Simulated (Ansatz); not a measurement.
The same molecule with X = S, Se, Te. Ansatz, PBE0-D4/def2-TZVP geometries, multiplicity 1. Each molecule was computed in one conformer, which needn't be the lowest.

Elements past krypton have def2 core potentials. Scalar relativity is left out up to krypton.

```csv
X,molecule,mean X–C bond length / Å,mean X–H bond length / Å,LUMO energy (PBE/def2-TZVPP) / eV,LUMO energy (ωB97M-V/def2-TZVPP) / eV,HOMO energy (ωB97M-V/def2-TZVPP) / eV
S,`C=[C](S)[GeH3]`,1.758,1.342,-1.37,1.63,-8.79
Se,`C=[C]([GeH3])[SeH]`,1.907,1.469,-1.45,1.52,-8.63
```

(1) Give the row for X = Te, `C=[C]([GeH3])[TeH]`. (An estimate is asked.)

Results:

(1) Computed: 
| X | molecule | mean X–C bond length / Å | mean X–H bond length / Å | LUMO energy (PBE/def2-TZVPP) / eV | LUMO energy (ωB97M-V/def2-TZVPP) / eV | HOMO energy (ωB97M-V/def2-TZVPP) / eV |
| --- | --- | --- | --- | --- | --- | --- |
| Te | `C=[C]([GeH3])[TeH]` | 2.106 | 1.659 | -1.73 | 0.97 | -8.24 |

From S to Te the mean X–C bond length rises at each step, by 0.348 Å in all; the mean X–H bond length rises at each step, by 0.317 Å in all; the LUMO energy (PBE/def2-TZVPP) falls at each step, by 0.36 eV in all; the LUMO energy (ωB97M-V/def2-TZVPP) falls at each step, by 0.66 eV in all; the HOMO energy (ωB97M-V/def2-TZVPP) rises at each step, by 0.55 eV in all. Bonds lengthen as the atom grows down the group.

Spin–orbit coupling is left out; it splits and shifts lone-pair levels of the heavy atoms by tenths of an eV.
